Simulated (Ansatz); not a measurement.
Reaction (redistribution): `S[SiH2][TeH]` + `C[SiH2][GeH3]` → `C[SiH2][TeH]` + `S[SiH2][GeH3]`

Program: Ansatz. Geometries: PBE0-D4/def2-TZVP. ΔE: electronic, gas phase. CBS: MP2 limit from def2 TZ/QZ plus the TZ coupled-cluster correction, frozen cores. Functionals use def2-TZVPP. B3LYP here is the variant with VWN-RPA as its local correlation; programs differ in this. HSE06 is defined as in plane-wave codes. Elements past krypton have def2 core potentials. For Ge, Te outer-core shells are correlated without core-valence functions, which leaves a few kJ/mol of doubt a bond. Scalar relativity is left out up to krypton. Each species was taken in one conformer, which may not be the lowest.

```csv
level,ΔE (kcal/mol)
B3LYP-D4,-0.4
BHLYP-D4,-0.6
HSE06,-0.5
LC-ωPBE,-0.6
CCSD/def2-SVP,-0.7
CCSD(T)/def2-SVP,-0.7
HF/def2-TZVPP,-1.0
MP2/def2-QZVPP,-0.5
```

What does CCSD(T)/CBS give? (Estimate.)

The calculation gave: -0.5 kcal/mol. The listed levels differ from it by 0.1, -0.1, 0.0, -0.1, -0.2, -0.2, -0.5, 0.0 kcal/mol.

Largest T1 diagnostic among the species: 0.012.

Leaving LDA and LC-ωPBE aside and taking each functional with its dispersion term where it has one, the values, not all of them listed here, spread over 0.5 kcal/mol, from ωB97X-V to revPBE-D4.
